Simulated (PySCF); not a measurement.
B(Cl)(H)(SH) (BClH₂S), SMILES SBCl. Heavy atoms are numbered as in [BH:1]([Cl:2])[SH:4]. Hydrogens are named by the atom that carries them.

Coordinates come from a B3LYP-D3(BJ)/def2-TZVP optimisation. Other conformers were not sampled.

Computed with PySCF with PBE0/pcSseg-2.

GIAO shieldings, no solvent; atoms alike by connectivity are averaged. δ = σ(ref) − σ: ¹¹B against BF3 (σ = 88.8 ppm); ³⁵Cl against HCl (σ = 943.3 ppm); ¹H against TMS (σ = 31.54 ppm); ³³S against H2S (σ = 711.3 ppm), references at their B3LYP-D3(BJ)/def2-TZVP geometries, non-relativistic (without spin–orbit terms, shifts of atoms bonded to Cl or Br come out too high).

| nucleus | atoms | count | δ (ppm) |
|---|---|---|---|
| ¹¹B | B1 (BH) | 1 | 56.1 |
| ³⁵Cl | Cl2 | 1 | 238.8 |
| ¹H | H on B1 | 1 | 7.11 |
| ¹H | H on S4 | 1 | 3.86 |
| ³³S | S4 (SH) | 1 | 241.2 |
